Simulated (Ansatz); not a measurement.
`B[SiH](B)CF` and `B[SiH](B)[SiH2]C` differ in one atom or group.

Ansatz, PBE0-D4/def2-TZVP geometries, multiplicity 1. Each molecule was computed in one conformer, which needn't be the lowest.

```
                                        property  `B[SiH](B)CF`
              HOMO energy (PBE0/def2-TZVPP) / eV          -7.91
           HOMO energy (ωB97M-V/def2-TZVPP) / eV         -10.03
              LUMO energy (PBE0/def2-TZVPP) / eV          -3.01
size of the dipole moment (B3LYP/def2-TZVPP) / D           1.42
  size of the dipole moment (PBE/def2-TZVPP) / D           1.31
         HOMO–LUMO gap (ωB97M-V/def2-TZVPP) / eV           8.94
```

(1) Give the same properties after the change, and the shifts. (Estimate.)

## Answers

(1) Ansatz gave: 
| property | `B[SiH](B)[SiH2]C` | shift |
| --- | --- | --- |
| HOMO energy (PBE0/def2-TZVPP) / eV | -7.66 | 0.25 |
| HOMO energy (ωB97M-V/def2-TZVPP) / eV | -9.58 | 0.45 |
| LUMO energy (PBE0/def2-TZVPP) / eV | -2.30 | 0.71 |
| size of the dipole moment (B3LYP/def2-TZVPP) / D | 0.79 | -0.63 |
| size of the dipole moment (PBE/def2-TZVPP) / D | 0.99 | -0.32 |
| HOMO–LUMO gap (ωB97M-V/def2-TZVPP) / eV | 9.15 | 0.21 |

With PBE0 the HOMO rises by 0.25 eV and the LUMO rises by 0.71 eV, so the gap widens by about 0.46 eV. PBE moves the HOMO by 0.05 eV and ωB97M-V by 0.45 eV. Dipoles are sizes alone; their direction can turn.

B3LYP here is the variant with VWN-RPA as its local correlation; programs differ in this.
